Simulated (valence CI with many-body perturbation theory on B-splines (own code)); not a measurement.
## Tm XXXVII: electric-dipole lines

Method: valence CI with perturbative core correlation (CI+MBPT): five valence electrons over a frozen Dirac-Fock core [Ar] 3d10, a basis of 11 s, 11 p, 10 d, 8 f, 5 g, 2 h functions for each j, with the one-electron correlation potential Σ1, the two-electron term Σ2, the three-electron term Σ3, Breit, model QED; selected CI, second order for the rest, scaled by the run's own slope (own B-spline code, finite nucleus).

No measured spectrum was set against this ion. As an estimate, large intervals hold to a few tenths of a per cent, small ones and those within an open d or f shell to about a per cent. Among the levels kept, up to 2100 cm⁻¹ of a level comes from second order outside the variational space, and about a tenth of that is noise between levels of different J, which matters for small intervals.

Lines 101 to 150 of 565 in falling wavelength, among levels below 440.43 eV, chosen from the strongest by gf and those to the six lowest levels. Wavelengths and rates use the calculated energies. Electric multipoles are in the length gauge with retardation, E1 and E2 with the static RPA response of the core. Weak lines are less certain than strong ones. Lines between different terms over intervals too small for the method are left out, as are lines whose strength nearly cancels. Where a level lies close to another of its J and parity, the split of strength between their lines is uncertain. The highest levels of a list are the least certain.

Levels are named by their leading jj configuration (3d3/2^4 stands for four electrons in 3d with j = 3/2), which in mixed levels can hold well under half, so a name can repeat and another be missing. Letters in brackets count levels of one name in rising energy.

```tsv
λ vac (nm)	Upper	Lower	A (s⁻¹)	log gf	Branch %
8.204	(4s 4p1/2 4p3/2^2 4d5/2) J=7/2 [b]	(4s^2 4p1/2 4p3/2 4d3/2) J=5/2 [b]	3.53e+10	-0.55	5.9
8.176	(4s^2 4p3/2^2 4d3/2) J=3/2 [b]	(4s^2 4p3/2^3) J=3/2	7.46e+09	-1.52	0.9
8.128	(4s^2 4p3/2^2 4f5/2) J=9/2	(4s^2 4p3/2^2 4d3/2) J=7/2	4.66e+10	-0.34	7.8
8.125	(4s^2 4p3/2 4d3/2 4d5/2) J=5/2 [c]	(4s^2 4p3/2^2 4d3/2) J=3/2 [b]	5.03e+10	-0.52	8.5
8.125	(4s^2 4p1/2 4p3/2 4f7/2) J=9/2 [b]	(4s^2 4p1/2 4p3/2 4d5/2) J=7/2 [b]	2.73e+10	-0.57	4.4
8.117	(4s^2 4p1/2 4p3/2 4d5/2) J=1/2 [a]	(4s^2 4p1/2 4p3/2^2) J=1/2	3.03e+09	-2.22	0.6
8.110	(4s^2 4p3/2^2 4f5/2) J=9/2	(4s^2 4p3/2^2 4d5/2) J=9/2	1.26e+10	-0.90	2.1
8.091	(4s^2 4p3/2^2 4f5/2) J=7/2	(4s^2 4p3/2^2 4d5/2) J=7/2	1.74e+10	-0.86	3.3
8.081	(4s^2 4p1/2 4p3/2 4d3/2) J=5/2 [b]	(4s^2 4p1/2 4p3/2^2) J=3/2	2.47e+10	-0.84	2.5
8.068	(4s^2 4p3/2^2 4f5/2) J=5/2	(4s^2 4p3/2^2 4d3/2) J=5/2	2.89e+10	-0.77	4.6
8.065	(4s 4p1/2^2 4p3/2 4d3/2) J=3/2 [b]	(4s^2 4p1/2^2 4d3/2) J=3/2	1.07e+11	-0.38	75.5
8.058	(4s^2 4p1/2 4d3/2 4d5/2) J=9/2	(4s^2 4p1/2 4p3/2 4d3/2) J=7/2	7.08e+10	-0.16	96.2
8.049	(4s^2 4p1/2 4p3/2 4d3/2) J=1/2 [b]	(4s^2 4p1/2 4p3/2^2) J=3/2	8.99e+09	-1.76	1.0
8.039	(4s^2 4p1/2 4p3/2 4d3/2) J=3/2 [b]	(4s^2 4p1/2 4p3/2^2) J=3/2	6.05e+08	-2.63	0.0
8.032	(4s 4p1/2^2 4d3/2 4d5/2) J=7/2	(4s 4p1/2^2 4p3/2 4d3/2) J=5/2 [a]	7.95e+10	-0.21	64.1
8.028	(4s 4p1/2 4p3/2^2 4d3/2) J=7/2 [b]	(4s^2 4p1/2 4p3/2 4d3/2) J=7/2	9.24e+10	-0.15	18.4
8.025	(4s^2 4p3/2^2 4f5/2) J=7/2	(4s^2 4p3/2^2 4d3/2) J=5/2	2.26e+10	-0.76	4.3
8.016	(4s 4p1/2^2 4d3/2 4d5/2) J=5/2	(4s 4p1/2^2 4p3/2 4d3/2) J=3/2 [a]	6.50e+10	-0.43	60.5
8.006	(4s^2 4p1/2 4p3/2 4f5/2) J=7/2 [b]	(4s^2 4p1/2 4p3/2 4d5/2) J=5/2 [c]	1.66e+10	-0.89	1.8
8.003	(4s 4p1/2 4p3/2^2 4d3/2) J=3/2 [b]	(4s^2 4p1/2 4p3/2 4d3/2) J=5/2 [a]	7.05e+10	-0.57	32.1
8.002	(4s 4p1/2 4p3/2^2 4d5/2) J=7/2 [b]	(4s^2 4p1/2 4p3/2 4d5/2) J=7/2 [a]	1.90e+10	-0.84	3.2
8.001	(4s^2 4p1/2 4d3/2 4d5/2) J=7/2	(4s^2 4p1/2 4p3/2 4d3/2) J=5/2 [a]	7.11e+10	-0.26	46.3
7.993	(4s^2 4p3/2^2 4f5/2) J=9/2	(4s^2 4p3/2^2 4d5/2) J=7/2	1.09e+10	-0.98	1.8
7.989	(4s 4p1/2 4p3/2^2 4d3/2) J=7/2 [c]	(4s^2 4p1/2 4p3/2 4d3/2) J=7/2	6.84e+10	-0.28	13.8
7.988	(4s 4p1/2 4p3/2^2 4d3/2) J=3/2 [b]	(4s^2 4p1/2 4p3/2 4d3/2) J=3/2 [a]	4.44e+10	-0.77	20.2
7.986	(4p1/2^2 4p3/2^2 4d3/2) J=7/2	(4s 4p1/2^2 4p3/2 4d3/2) J=7/2	4.12e+10	-0.50	40.5
7.976	(4s 4p1/2 4p3/2^2 4d3/2) J=3/2 [g]	(4s^2 4p1/2 4p3/2 4d5/2) J=5/2 [c]	3.95e+10	-0.82	3.4
7.950	(4s^2 4p1/2 4p3/2 4d5/2) J=3/2 [a]	(4s^2 4p1/2 4p3/2^2) J=5/2	2.37e+10	-1.05	8.3
7.945	(4s^2 4p1/2 4p3/2 4f5/2) J=9/2	(4s^2 4p1/2 4p3/2 4d5/2) J=7/2 [b]	1.92e+10	-0.74	3.1
7.944	(4s 4p1/2 4p3/2^2 4d5/2) J=5/2 [c]	(4s^2 4p1/2 4p3/2 4d3/2) J=3/2 [b]	3.31e+10	-0.73	4.0
7.944	(4s 4p1/2^2 4d3/2 4d5/2) J=9/2	(4s 4p1/2^2 4p3/2 4d3/2) J=7/2	5.56e+10	-0.28	61.1
7.937	(4s 4p1/2 4p3/2^2 4d3/2) J=3/2 [f]	(4s^2 4p1/2 4p3/2 4d3/2) J=1/2 [b]	6.71e+10	-0.60	7.2
7.936	(4s 4p1/2^2 4p3/2 4d5/2) J=3/2 [b]	(4s 4p1/2^2 4p3/2^2) J=3/2	2.76e+10	-0.98	7.3
7.935	(4s 4p1/2^2 4p3/2 4d5/2) J=1/2	(4s 4p1/2^2 4p3/2^2) J=1/2	1.84e+11	-0.46	78.7
7.930	(4s 4p1/2^2 4d3/2 4d5/2) J=3/2 [a]	(4s 4p1/2^2 4p3/2 4d3/2) J=1/2 [a]	5.47e+10	-0.69	43.2
7.923	(4s^2 4p1/2 4d3/2^2) J=3/2	(4s^2 4p1/2 4p3/2 4d3/2) J=5/2 [a]	4.32e+10	-0.79	3.7
7.922	(4s^2 4p3/2 4d3/2 4d5/2) J=5/2 [b]	(4s^2 4p3/2^2 4d3/2) J=7/2	7.76e+10	-0.36	6.3
7.921	(4s^2 4p1/2 4d3/2 4d5/2) J=5/2	(4s^2 4p1/2 4p3/2 4d3/2) J=5/2 [a]	2.26e+10	-0.89	10.3
7.912	(4s^2 4p1/2 4p3/2 4f5/2) J=3/2	(4s^2 4p1/2 4p3/2 4d5/2) J=3/2 [a]	3.22e+10	-0.92	3.9
7.906	(4s^2 4p1/2 4d3/2 4d5/2) J=5/2	(4s^2 4p1/2 4p3/2 4d3/2) J=3/2 [a]	9.15e+10	-0.29	41.7
7.905	(4s 4p1/2 4p3/2^2 4d3/2) J=3/2 [f]	(4s^2 4p1/2 4p3/2 4d3/2) J=5/2 [b]	8.15e+10	-0.51	8.7
7.904	(4s 4p1/2 4p3/2^2 4d5/2) J=5/2 [c]	(4s^2 4p1/2 4p3/2 4d3/2) J=5/2 [b]	6.40e+10	-0.44	7.8
7.901	(4s 4p1/2^2 4p3/2 4d5/2) J=3/2 [a]	(4s 4p1/2^2 4p3/2^2) J=5/2	7.74e+10	-0.54	63.2
7.895	(4s 4p1/2 4p3/2^2 4d5/2) J=5/2 [a]	(4s^2 4p1/2 4p3/2 4d5/2) J=7/2 [a]	2.40e+10	-0.87	16.5
7.895	(4s 4p1/2^2 4p3/2 4d3/2) J=5/2 [b]	(4s^2 4p1/2^2 4d3/2) J=3/2	5.03e+10	-0.55	56.6
7.887	(4s 4p1/2 4p3/2^2 4d5/2) J=3/2 [b]	(4s^2 4p1/2 4p3/2 4d3/2) J=1/2 [b]	3.17e+10	-0.93	5.1
7.886	(4s^2 4p1/2 4p3/2 4f5/2) J=5/2 [b]	(4s^2 4p1/2 4p3/2 4d5/2) J=5/2 [c]	2.21e+10	-0.91	2.2
7.886	(4s 4p1/2^2 4p3/2 4d5/2) J=5/2 [a]	(4s 4p1/2^2 4p3/2^2) J=5/2	1.41e+11	-0.10	87.0
7.885	(4s 4p1/2 4p3/2^2 4d3/2) J=1/2 [d]	(4s^2 4p1/2 4p3/2 4d3/2) J=3/2 [b]	1.64e+11	-0.51	13.0
7.883	(4s^2 4p3/2 4d3/2 4d5/2) J=3/2 [c]	(4s^2 4p3/2^2 4d3/2) J=3/2 [b]	1.18e+11	-0.36	9.6
```
